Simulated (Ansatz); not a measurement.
C4H11Ga, SMILES `C[C](C)(C)[GaH2]`, 16 atoms. Total charge 0; spin multiplicity 1. Correlated methods include outer-core shells of Ga, which these sets cover unevenly. Scalar relativity is left out up to krypton. All runs use 4 threads of an Arm Neoverse V2 on a shared host. Correlated methods freeze the cores.

Q: Give the basis size and wall time and peak host memory of each of these runs in Ansatz. RKS PBE0-D4/def2-QZVPP energy; RKS PBE0-D4/def2-SVP energy; RHF-MP2/def2-QZVPP energy; RKS PBE-D4/def2-TZVPP energy and forces; RKS PBE0-D4/def2-TZVP frequencies; RHF-CCSD(T)/def2-SVP energy; RKS ωB97M-V/def2-SVP energy; RKS revPBE-D4/def2-TZVPP energy; RKS ωB97M-V/def2-TZVPP energy and forces; direct RPA on PBE orbitals/def2-TZVPP energy; RHF-MP2/def2-TZVPP energy; RKS PBE0-D4/def2-TZVP relaxation (16 steps). (An estimate is asked.)

A: Computed: Other jobs shared the machine, so times are rough.

```
                                level                    job  functions  wall time  peak host memory (GiB)
                 RKS PBE0-D4/def2-SVP                 energy        143        2 s                    0.65
             RKS revPBE-D4/def2-TZVPP                 energy        326      3.6 s                    0.53
                RKS PBE-D4/def2-TZVPP      energy and forces        326      4.1 s                    0.53
                   RHF-MP2/def2-TZVPP                 energy        326        7 s                     1.1
                 RKS ωB97M-V/def2-SVP                 energy        143      7.5 s                    0.65
direct RPA on PBE orbitals/def2-TZVPP                 energy        326       11 s                     1.2
               RKS PBE0-D4/def2-QZVPP                 energy        647       19 s                     3.1
               RKS ωB97M-V/def2-TZVPP      energy and forces        326       20 s                     1.6
                 RHF-CCSD(T)/def2-SVP                 energy        143       23 s                     1.2
                   RHF-MP2/def2-QZVPP                 energy        647       56 s                     6.9
                RKS PBE0-D4/def2-TZVP  relaxation (16 steps)        238       86 s                    0.81
                RKS PBE0-D4/def2-TZVP            frequencies        238    6.2 min                    0.81
```
